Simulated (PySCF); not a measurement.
Gas-phase reaction: GeF₃ + 2 BrF = GeBr₂ + 5 F

Method: PySCF energies (xtb for GFN2) plus ideal-gas RRHO corrections (1 bar). † marks an energy on the PBE0/def2-TZVP geometry and frequencies; other levels use their own. MP2 freezes the core. Open shells (unrestricted): GeF₃ (multiplicity 2), F (multiplicity 2); the rest are closed-shell singlets. GFN2 has no spin-polarisation term. Spin-orbit splitting is ignored; it lowers the true energy and changes the entropy of F. Br, Ge: all electrons, no relativistic terms. GeF₃: computed as isolated molecules; such fragments, hydroxides, amides, oligomers or adducts are transient or little studied in the gas. MP2 isn't extrapolated to the basis-set limit.

```tsv
level	ΔH°(298 K), kJ
GFN2-xTB	1122
MP2/def2-TZVPP†	___
PBE/def2-SVP	___
ωB97M-V/def2-TZVP†	1182
ωB97X-V/def2-TZVP†	1191
```

Q: What belongs in the gaps?

A: 
- MP2/def2-TZVPP†, ΔH°(298 K), kJ: 1253
- PBE/def2-SVP, ΔH°(298 K), kJ: 1274
